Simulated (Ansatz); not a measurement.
Correlation energies of `OC1(F)BS1` by basis set

```xyz
7

O     1.3354   -0.4447    0.3649
C     0.0237   -0.2940    0.1197
F    -0.6649   -1.4187    0.4460
B    -0.6858    1.0561    0.0335
S    -0.5210    0.3964   -1.5705
H     1.6385   -1.2856   -0.0018
H    -1.1259    1.9905    0.6081
```

Total charge 0; spin multiplicity 1. Geometry: relaxed with PBE0-D4/def2-TZVP. It is one conformer, not always the lowest. Frozen core, restricted reference, Ansatz. CBS rows extrapolate triple and quadruple zeta; past MP2 they add the triple-zeta difference.

```
     basis     HF (Eh)  MP2 corr.  CCSD corr.       (T)  CCSD(T) total
  def2-SVP  -635.20583   -0.71068    -0.73954  -0.02351     -635.96888
def2-TZVPP  -635.63253          ?           ?  -0.04141              ?
def2-QZVPP  -635.65382   -0.99019           –         –              –
 CBS(def2)           ?   -1.04647           ?     as TZ              ?
```

(1) Fill in the withheld values. (An estimate is asked.)

Answers

(1) The calculation gave: def2-TZVPP MP2 corr.: -0.91423; def2-TZVPP CCSD corr.: -0.93533; def2-TZVPP CCSD(T) total: -636.60927; CBS(def2) HF (Eh): -635.65676; CBS(def2) CCSD corr.: -1.06756; CBS(def2) CCSD(T) total: -636.76573.
